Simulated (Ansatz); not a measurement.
The cluster Si₂Pt⁺ (the lowest doublet isomer of a short search) was relaxed with B3LYP-D4 (def2-TZVP) in Ansatz in these states: charge +1 doublet, charge +1 quartet. The geometries follow in no particular order.

In the def2 sets Pt takes a core potential; there is no spin–orbit coupling.

A:

```tsv
atom	x (Å)	y (Å)	z (Å)
Pt1	-0.231	0.202	-1.193
Si2	1.274	0.363	0.451
Si3	-1.043	-0.565	0.742
```

B:

```xyz
3

Pt    0.0541   -0.9369    0.9107
Si    1.1622    0.3550   -0.6427
Si   -1.2163    0.5819   -0.2680
```

Question: Judge from the bond lengths which geometry belongs to which state (an estimate).

Answer: A is the charge +1 doublet (Si2–Si3 2.512 Å, Pt1–Si2 2.234 Å, Pt1–Si3 2.234 Å); B is the charge +1 quartet (Si2–Si3 2.419 Å, Pt1–Si2 2.304 Å, Pt1–Si3 2.304 Å).

At PBE0-D4/def2-TZVP a doublet lies 1.30 eV below the charge +1 quartet. These are the stationary points nearest to one start from a short search; other shapes may lie lower in each state.
